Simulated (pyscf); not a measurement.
Single points on ωB97X-D3(BJ)/def2-SVP structures (PySCF, gas phase). Correlated levels are frozen-core, on RHF or UHF. ΔMP2 is the change of the MP2 total energy from the triple- to the quadruple-zeta basis. Singlets are restricted, triplets unrestricted.

Singlet (Å):
```xyz
4

O     -1.3779     0.6093     0.0080
Ge    -0.6042    -0.6478     0.9874
F     -0.9495    -1.9864    -0.1127
H     -1.7641     0.2790    -0.8166
```

Triplet (Å):
```xyz
4

O     -1.1551     0.6321    -0.2898
Ge    -1.0826    -0.7913     0.8068
F     -0.6768    -2.3204     0.0438
H     -2.0713     0.7739    -0.5699
```

Q: For these two minima of HO–Ge:–F, which spin state lies lower at CCSD(T)/def2-TZVPP + ΔMP2(QZVPP), and by how much (electronic energies)?

A: The singlet, by 3.45 eV. Zero-point energy shifts E(triplet) − E(singlet) by -0.01 eV. Other isomers of HO–Ge:–F [singlet] were not searched in full and may lie lower. 

E(triplet) − E(singlet) by level (eV):

```json
[
 {"level": "ωB97X-D3(BJ)/def2-TZVP", "gap": "+3.44"},
 {"level": "PBE/def2-TZVP", "gap": "+3.25"},
 {"level": "r²SCAN/def2-TZVP", "gap": "+3.11"},
 {"level": "B3LYP-D3(BJ)/def2-TZVP", "gap": "+3.41"},
 {"level": "PBE0-D3(BJ)/def2-TZVP", "gap": "+3.20"},
 {"level": "M06-2X/def2-TZVP", "gap": "+3.16"},
 {"level": "ωB97M-D3(BJ)/def2-TZVP", "gap": "+3.48"},
 {"level": "HF/def2-TZVP", "gap": "+2.58"},
 {"level": "MP2/def2-QZVPP", "gap": "+3.42"},
 {"level": "CCSD/def2-TZVPP", "gap": "+3.25"},
 {"level": "CCSD(T)/def2-TZVPP", "gap": "+3.28"},
 {"level": "CCSD(T)/def2-TZVPP + ΔMP2(QZVPP)", "gap": "+3.45"}
]
```

The triplet is the lowest one reached from the SCF start used. The CCSD(T) − MP2 part came from Ansatz, without density fitting, on the same reference. The frozen core leaves the outer d or s,p core shells of the metals and heavy elements correlated in the MP2 and CC values, and def2-TZVPP describes them poorly, which can shift differences by a few kcal/mol. Elements up to Kr have no core potential and no relativistic terms here.
